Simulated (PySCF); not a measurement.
Computed Raman spectrum (relative Raman activity) of a molecule C₂H₄ClFOSi. Coordinates come from a PBE0-D3(BJ)/def2-SVP optimisation. Other conformers were not sampled. Calculation: PBE0-D3(BJ)/def2-SVP in PySCF. Frequencies are harmonic and unscaled.

Lines under 2 % of the strongest are left out, and lines within 2 cm⁻¹ are merged.

```
ν (cm⁻¹)  relative intensity
--------  ------------------
276                      2.2
296                      3.1
555                      5.9
694                      7.8
729                      3.4
822                      6.8
867                      3.1
913                      3.0
959                      3.8
1150                     3.8
1176                     6.7
1396                     5.4
1422                     6.7
1876                     9.9
2316                     100
2934                      93
3072                      83
3155                      53
```

Problem. Pick the molecule that these values belong to.
A. O[Si@@H](F)/C=C\Cl
B. O=CC[Si@@H](F)Cl
C. C=C(Cl)[Si@@H](O)F
D. O[SiH2]/C=C(/F)Cl

Solution. B, O=CC[Si@@H](F)Cl
